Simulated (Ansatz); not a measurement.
The H–H spacing of H10 chain is stretched (multiplicity 1).
Geometry at rest (charge 0, multiplicity 1):
```xyz
10

H      0.000     0.000     0.000
H      0.000     0.000     0.900
H      0.000     0.000     1.800
H      0.000     0.000     2.700
H      0.000     0.000     3.600
H      0.000     0.000     4.500
H      0.000     0.000     5.400
H      0.000     0.000     6.300
H      0.000     0.000     7.200
H      0.000     0.000     8.100
```

Run with Ansatz (Gaussian orbitals). Values without a source in brackets are computed.

FIC-MRCISD+Q on CASSCF(10,10)/cc-pVDZ, total energies (hartree):

```json
[
 {"R (Å)": "0.900", "CASSCF": "-5.495597", "MRCISD": "-5.598251", "weight c² of the reference": "0.96230"},
 {"R (Å)": "1.800", "CASSCF": "-5.139167", "MRCISD": "-5.161765", "weight c² of the reference": "0.98869"},
 {"R (Å)": "3.600", "CASSCF": "-4.993544", "MRCISD": "-4.993624", "weight c² of the reference": "0.99996"}
]
```

Add the Davidson correction (E_MRCISD − E_CASSCF)(1 − c²)/c² and give the energies above the first point at the three levels.


Corrections (hartree): -0.004021, -0.000259, 0.000000. Above the first point (kcal/mol):
- R = 1.800 Å: CASSCF 223.7, MRCISD 273.9, with the correction 276.3
- R = 3.600 Å: CASSCF 315.0, MRCISD 379.4, with the correction 381.9

Ansatz is a first-principles code.
